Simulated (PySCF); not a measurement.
# How methods differ on the ionisation energy of Pb

Pb [Xe] 4f14 5d10 6s2 6p2 (3P) → Pb⁺ [Xe] 4f14 5d10 6s2 6p1 (2P), as a difference of total energies. Calculation: PySCF 2.14, in aug-cc-pVQZ-DK3; the spin-free X2C one-electron Hamiltonian (Gaussian nucleus). The calculations carry no spin-orbit coupling.

```csv
method,ionisation energy (eV)
UHF,6.575
M06,6.709
r2SCANh,7.116
```

Spin-orbit coupling is strong in these open shells (close to jj coupling). The scalar numbers leave it out and a first-order estimate fails, so it can dominate the gap to the real levels.

For comparison: 7.417 eV (measured; NIST Atomic Spectra Database, ionization energies).
